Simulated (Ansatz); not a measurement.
Vertical ionisation energy to the doublet of compounds of Ge, in eV, species as SMILES. Terms: spin-orbit terms left out; 6-31G* and kin with 6d, 5d where marked; non-relativistic; each state is the SCF solution reached for its charge and spin; open shells spin-unrestricted; no dispersion term unless named. Ab initio and DFT rows: single points at B3LYP-D3(BJ) geometries (Ansatz, an electronic-structure program). A UHF reference is markedly spin-contaminated in at least one set, which strains HF and MP2. The Hartree-Fock reference of [GeH2] (GeH2) is unstable towards a lower, spin-broken solution.

wB97M-V/def2-TZVPD (Ansatz) is a level with limits of its own, not a measurement.

The rows were drawn at random among computed neutral closed-shell members with both values; the withheld row is one of them. Species whose geometry shows other bonds than their SMILES are left out. No case is left out for the size of its miss. Left out are saddle points of the reference geometry, anions that the best level run finds unbound, excited spin states, species near biochemistry, 298 K rows of species without real B3LYP wavenumbers, cases with under five habitual levels, runs that failed or that the program found above a lower state of the same kind, table entries that another table contradicts, and a share of species set aside by lot. Sets whose x spans too little, or whose line has r² under 0.6, are not shown.

```json
[
 {"case": "[S]=[Ge]", "HF/6-31G* (Ansatz) (x)": "8.88", "wB97M-V/def2-TZVPD (Ansatz) (y)": "10.07"},
 {"case": "[O]=[Ge]([F])[F]", "HF/6-31G* (Ansatz) (x)": "10.01", "wB97M-V/def2-TZVPD (Ansatz) (y)": "11.82"},
 {"case": "[O]=[Ge]=[O]", "HF/6-31G* (Ansatz) (x)": "10.25", "wB97M-V/def2-TZVPD (Ansatz) (y)": "12.03"},
 {"case": "[F][Ge][F]", "HF/6-31G* (Ansatz) (x)": "10.88", "wB97M-V/def2-TZVPD (Ansatz) (y)": "11.77"},
 {"case": "[GeH2] (GeH2)", "HF/6-31G* (Ansatz) (x)": "8.47", "wB97M-V/def2-TZVPD (Ansatz) (y)": "9.44"}
]
```

Question: Fit y = a + b·x by least squares, and use it to estimate the value at wB97M-V/def2-TZVPD (Ansatz) for [Cl][Ge][Cl], where HF/6-31G* (Ansatz) gives 9.82 eV.

Answer: Means: x 9.6980, y 11.0260. Sums about the means: Sxx 3.9763, Sxy 4.411. Slope b = Sxy/Sxx = 1.109, intercept a = mean y - b·mean x = 0.271; the rows scatter about the line by 0.382 (root mean square), r² = 0.87. A constant shift, the mean of y - x, would give 11.15 eV. Prediction for [Cl][Ge][Cl]: 11.16 eV. The value at wB97M-V/def2-TZVPD (Ansatz) is 10.46 eV, so the fit misses by +0.70 eV, against -0.64 eV without it. The fit is meant for species like these alone.
